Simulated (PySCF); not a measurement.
PySCF input (M06-2X/def2-TZVPD):

```python
from pyscf import gto, scf, dft

mol = gto.M(
    atom='''
    Ge   -0.00000000   -0.00000000   -0.04867710
    H     0.00000000    0.00000000    1.55766720
    ''',
    basis='def2-tzvpd',
    charge=0,
    spin=1,
    symmetry='C2v',
    verbose=4,
)

mf = dft.UKS(mol, xc='m062x').density_fit(auxbasis='def2-universal-jkfit')
mf.grids.level = 4
mf.conv_tol = 1e-9
mf.max_cycle = 100
mf.max_memory = 1500
mf.kernel()
if not mf.converged:
    mf = mf.newton()
    mf.kernel(mf.make_rdm1())
mf.analyze()
```

End of the output:

```
Extra cycle  E= -2077.53021320131  delta_E= -5.46e-12  |g|= 1.11e-06  |ddm|= 6.69e-06
converged SCF energy = -2077.53021320131  <S^2> = 0.75461667  2S+1 = 2.0046114
**** SCF Summaries ****
Total Energy =                       -2077.530213201305742
Nuclear Repulsion Energy =              10.541744225966999
One-electron Energy =                -2916.257751360380553
Two-electron Energy =                  828.185793933108243
Two-electron Coulomb Energy =          907.588617272920260
DFT Exchange-Correlation Energy =      -79.402823339812016
HOMO-LUMO gap [eV] =                     3.926703954975193
Wave-function symmetry = B1
alpha occupancy for each irrep:     A1   A2   B1   B2
                                     9    1    4    3
beta  occupancy for each irrep:     A1   A2   B1   B2
                                     9    1    3    3
**** MO energy ****
alpha MO #1 (A1 #1), energy= -401.030102605582 occ= 1
alpha MO #2 (A1 #2), energy= -50.5397297974808 occ= 1
alpha MO #3 (B2 #1), energy= -45.0643190375411 occ= 1
alpha MO #4 (B1 #1), energy= -45.0636835984544 occ= 1
alpha MO #5 (A1 #3), energy= -45.0610655725946 occ= 1
alpha MO #6 (A1 #4), energy= -6.50455233562906 occ= 1
alpha MO #7 (B2 #2), energy= -4.67149102813152 occ= 1
alpha MO #8 (B1 #2), energy= -4.66590886999671 occ= 1
alpha MO #9 (A1 #5), energy= -4.65997226132029 occ= 1
alpha MO #10 (A1 #6), energy= -1.40835602613094 occ= 1
alpha MO #11 (A2 #1), energy= -1.40582091331187 occ= 1
alpha MO #12 (B2 #3), energy= -1.40250218110037 occ= 1
alpha MO #13 (A1 #7), energy= -1.39578269248852 occ= 1
alpha MO #14 (B1 #3), energy= -1.39471486096547 occ= 1
alpha MO #15 (A1 #8), energy= -0.555339602438568 occ= 1
alpha MO #16 (A1 #9), energy= -0.321537897189108 occ= 1
alpha MO #17 (B1 #4), energy= -0.224518345748725 occ= 1
alpha MO #18 (B2 #4), energy= -0.0802146358204943 occ= 0
alpha MO #19 (A1 #10), energy= 0.0423682490314361 occ= 0
alpha MO #20 (A1 #11), energy= 0.0738918010231986 occ= 0
alpha MO #21 (B2 #5), energy= 0.108286175571599 occ= 0
alpha MO #22 (A1 #12), energy= 0.111846301214063 occ= 0
alpha MO #23 (B1 #5), energy= 0.115886307888486 occ= 0
alpha MO #24 (A2 #2), energy= 0.116378339250943 occ= 0
alpha MO #25 (A1 #13), energy= 0.156158775457361 occ= 0
alpha MO #26 (A1 #14), energy= 0.190364090857519 occ= 0
alpha MO #27 (B2 #6), energy= 0.257445664326943 occ= 0
alpha MO #28 (B1 #6), energy= 0.262640680858481 occ= 0
alpha MO #29 (A2 #3), energy= 0.339845521428342 occ= 0
alpha MO #30 (B2 #7), energy= 0.341820599341773 occ= 0
alpha MO #31 (A1 #15), energy= 0.343884995723924 occ= 0
alpha MO #32 (B1 #7), energy= 0.344435188702128 occ= 0
alpha MO #33 (A1 #16), energy= 0.375596798035095 occ= 0
alpha MO #34 (B1 #8), energy= 0.392359950025153 occ= 0
alpha MO #35 (B2 #8), energy= 0.399678876278431 occ= 0
alpha MO #36 (A1 #17), energy= 0.431859446494268 occ= 0
alpha MO #37 (A1 #18), energy= 0.588617355822261 occ= 0
alpha MO #38 (A1 #19), energy= 0.63551521318607 occ= 0
alpha MO #39 (B2 #9), energy= 1.0143938715306 occ= 0
alpha MO #40 (B1 #9), energy= 1.02062314519769 occ= 0
alpha MO #41 (A2 #4), energy= 1.0306556390591 occ= 0
alpha MO #42 (A1 #20), energy= 1.0336198740024 occ= 0
alpha MO #43 (B1 #10), energy= 1.03876718711757 occ= 0
alpha MO #44 (B2 #10), energy= 1.03884627578417 occ= 0
alpha MO #45 (A2 #5), energy= 1.04749126592897 occ= 0
alpha MO #46 (A1 #21), energy= 1.05735128458111 occ= 0
alpha MO #47 (B2 #11), energy= 1.08947673607248 occ= 0
alpha MO #48 (A1 #22), energy= 1.09597355915121 occ= 0
alpha MO #49 (B1 #11), energy= 1.10195722469657 occ= 0
alpha MO #50 (A1 #23), energy= 1.25090829304575 occ= 0
alpha MO #51 (B2 #12), energy= 1.82565136961518 occ= 0
alpha MO #52 (B1 #12), energy= 1.82634116928844 occ= 0
alpha MO #53 (A1 #24), energy= 2.27063165741853 occ= 0
alpha MO #54 (A1 #25), energy= 2.59522452722582 occ= 0
alpha MO #55 (A1 #26), energy= 2.73490225365173 occ= 0
alpha MO #56 (A2 #6), energy= 2.75493437728837 occ= 0
alpha MO #57 (B1 #13), energy= 2.77434957367129 occ= 0
alpha MO #58 (B2 #13), energy= 2.78258368240972 occ= 0
alpha MO #59 (A1 #27), energy= 2.88780778224758 occ= 0
alpha MO #60 (B2 #14), energy= 3.79737215354123 occ= 0
alpha MO #61 (B1 #14), energy= 3.81166771030433 occ= 0
alpha MO #62 (A1 #28), energy= 4.19780928301792 occ= 0
alpha MO #63 (A1 #29), energy= 5.26782295751896 occ= 0
beta  MO #1 (A1 #1), energy= -401.028278044586 occ= 1
beta  MO #2 (A1 #2), energy= -50.5389984143114 occ= 1
beta  MO #3 (B2 #1), energy= -45.0640118419282 occ= 1
beta  MO #4 (A1 #3), energy= -45.0607419084647 occ= 1
beta  MO #5 (B1 #1), energy= -45.0599157715097 occ= 1
beta  MO #6 (A1 #4), energy= -6.5024668694762 occ= 1
beta  MO #7 (B2 #2), energy= -4.67142112196812 occ= 1
beta  MO #8 (A1 #5), energy= -4.65984616920422 occ= 1
beta  MO #9 (B1 #2), energy= -4.65830381426285 occ= 1
beta  MO #10 (A1 #6), energy= -1.40739478380849 occ= 1
beta  MO #11 (A2 #1), energy= -1.40391208180743 occ= 1
beta  MO #12 (B2 #3), energy= -1.40264934908672 occ= 1
beta  MO #13 (A1 #7), energy= -1.39363850389456 occ= 1
beta  MO #14 (B1 #3), energy= -1.39235441655074 occ= 1
beta  MO #15 (A1 #8), energy= -0.518686647506183 occ= 1
beta  MO #16 (A1 #9), energy= -0.308945495925024 occ= 1
beta  MO #17 (B2 #4), energy= -0.0762061323869956 occ= 0
beta  MO #18 (B1 #4), energy= -0.0541381381926316 occ= 0
beta  MO #19 (A1 #10), energy= 0.00974191359907728 occ= 0
beta  MO #20 (A1 #11), energy= 0.0591928642337143 occ= 0
beta  MO #21 (A2 #2), energy= 0.0732239616916801 occ= 0
beta  MO #22 (A1 #12), energy= 0.0797375984965054 occ= 0
beta  MO #23 (B1 #5), energy= 0.0845308560724476 occ= 0
beta  MO #24 (B2 #5), energy= 0.0926719645243139 occ= 0
beta  MO #25 (A1 #13), energy= 0.150021182396936 occ= 0
beta  MO #26 (A1 #14), energy= 0.186675547130473 occ= 0
beta  MO #27 (B1 #6), energy= 0.250618026826479 occ= 0
beta  MO #28 (B2 #6), energy= 0.251731768702611 occ= 0
beta  MO #29 (A1 #15), energy= 0.33815905056324 occ= 0
beta  MO #30 (B2 #7), energy= 0.340759071486676 occ= 0
beta  MO #31 (A2 #3), energy= 0.341754248708291 occ= 0
beta  MO #32 (B1 #7), energy= 0.350367637849639 occ= 0
beta  MO #33 (B1 #8), energy= 0.35213927643223 occ= 0
beta  MO #34 (A1 #16), energy= 0.366866401426767 occ= 0
beta  MO #35 (B2 #8), energy= 0.373187280708424 occ= 0
beta  MO #36 (A1 #17), energy= 0.417016492162202 occ= 0
beta  MO #37 (A1 #18), energy= 0.597571272360125 occ= 0
beta  MO #38 (A1 #19), energy= 0.618162462846425 occ= 0
beta  MO #39 (B2 #9), energy= 1.02005612318926 occ= 0
[...]
```
